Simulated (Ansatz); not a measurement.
## From O to Se: the HOMO–LUMO gap

Gas-phase molecules, one atom swapped for its congeners: GeH(CH3)(OH)F; GeH(CH3)(SH)F; GeH(CH3)(SeH)F. All are singlets with charge 0.

Shapes, held fixed at every level: PBE0-D4/def2-TZVP. Flexible molecules stand in one conformer, not always the lowest. Programs: Ansatz 0.2.0. Values in eV.

(1) How should the HOMO–LUMO gap change along the series?

## Answers

(1) At wB97M-V/def2-TZVPP the HOMO–LUMO gap falls at every step, from 13.49 to 11.23 eV. Every level shows the same order. Relativity is left out for Ge, Se. Orbital gaps aren't excitation energies, and the LUMO depends on the basis.

| level | GeH(CH3)(OH)F | GeH(CH3)(SH)F | GeH(CH3)(SeH)F |
| --- | --- | --- | --- |
| SPW92/def2-TZVPP | 6.98 | 5.62 | 4.97 |
| PBE-D4/def2-TZVPP | 7.02 | 5.72 | 5.05 |
| r2SCAN-D4/def2-TZVPP | 7.95 | 6.33 | 5.61 |
| B3LYP-D4/def2-TZVPP | 8.96 | 7.42 | 6.61 |
| r2SCAN0-D4/def2-TZVPP | 10.18 | 8.37 | 7.49 |
| wB97M-V/def2-TZVPP | 13.49 | 12.09 | 11.23 |
